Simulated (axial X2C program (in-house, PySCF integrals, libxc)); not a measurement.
## CoP⁺: bond constants with and without spin–orbit coupling

All values were computed with an axial X2C code built on PySCF integrals. Spin-free means the one-electron spin-free X2C Hamiltonian; two-component (2c) means X2C with spin–orbit coupling and atomic mean-field two-electron Coulomb and Gaunt terms, so the difference of the two also holds small scalar two-electron terms. Basis: Co dyall-cv3z [9s10p6d3f2g], P dyall-v3z [8s7p2d1f] (cores contracted in-house); Gaussian nuclei, density fitting, unrestricted open shells. Masses: Co 58.933 u, P 30.974 u.

State, spin-free: M_S = 1/2, Λ = 2 (beyond evenly filled blocks: δ+α, δ+β, δ-α); electrons by block: σα: 11, σβ: 11, π+α: 4, π+β: 4, π-α: 4, π-β: 4, δ+α: 1, δ+β: 1, δ-α: 1. Fragments: Co+ + P.

State, 2c: Ω = 5/2 (⟨Sz⟩ = 0.50, ⟨Lz⟩ = 2.00 at PBE0); electrons by block: 1/2: 15, -1/2: 15, 3/2: 5, -3/2: 5, 5/2: 1. Fragments: Co+ + P.

```csv
Hamiltonian,level,Re (Å),ωe (cm⁻¹),Be (cm⁻¹),αe (cm⁻¹),De (eV),D0 (eV),μ (D)
spin-free,PBE0,2.127,379.3,0.1835,0.00103,2.14,2.12,-1.82
spin-free,CCSD,2.185,326.5,0.174,n/a,1.54,1.52,n/a
spin-free,CCSD(T),2.148,345.0,0.1799,n/a,n/a,n/a,n/a
spin-free,M06,2.082,417.5,0.1915,0.000994,2.42,2.39,-1.09
2c,PBE0,2.127,379.0,0.1834,0.00103,n/a,n/a,-1.82
2c,M06,2.083,417.1,0.1914,0.000994,2.39,2.36,-1.09
```

Correlated methods: 13 electrons correlated (number of frozen shells: Co 3 s, 2 p; P 2 s, 1 p), 221 virtual spin orbitals or spinors in MP2, 90 natural virtuals in coupled cluster.

Dipoles are positive if P is the positive end and refer to the centre of mass.

One determinant describes the state; a PBE0 search over occupations chose it and may have missed a lower one. Dissociation energies refer to the lowest single-determinant-based atoms at the same level and basis. De is not given where an atomic determinant may have missed its ground term or J level, or where the truncated virtual space spoils (T). Density functionals use the spin component along the axis (collinear). Coupled cluster ran in a truncated set of natural virtual spinors; the MP2 energy of the rest was added. (T) has no such correction and the atoms are truncated less, which lowers De at CCSD(T) by a hundredth of an eV or more. PBE0 can misorder states that lie within some tenths of an eV, so this need not be the ground state of the molecule. The nearest other spin-free determinant of the search, M_S = 1/2, Λ = 3, lies 0.20 eV up at the distance of the search. The functionals have no current-density term, which raises determinants with orbital currents, atoms included. The determinant is spin-polarised beyond a pure state at some levels (its spin-free form has ⟨S²⟩ too high), which makes Re and μ there less reliable. The T1 diagnostic is large, a sign of multireference character.

No reliable constants came from CCSD (2c), CCSD(T) (2c), HF (2c), HF (spin-free), MP2 (2c), MP2 (spin-free): no minimum in range, unconverged points, a curve that is not smooth, a change of character along it, or the two Hamiltonians disagreeing along it.

Rough cost a point (2c) on 1 thread(s) of a shared host, integrals apart: PBE0 0.4 s, M06 0.8 s.

The whole task took 3.6 min on 1 thread of AMD EPYC 9B14 (Zen 4), with other jobs on the host.
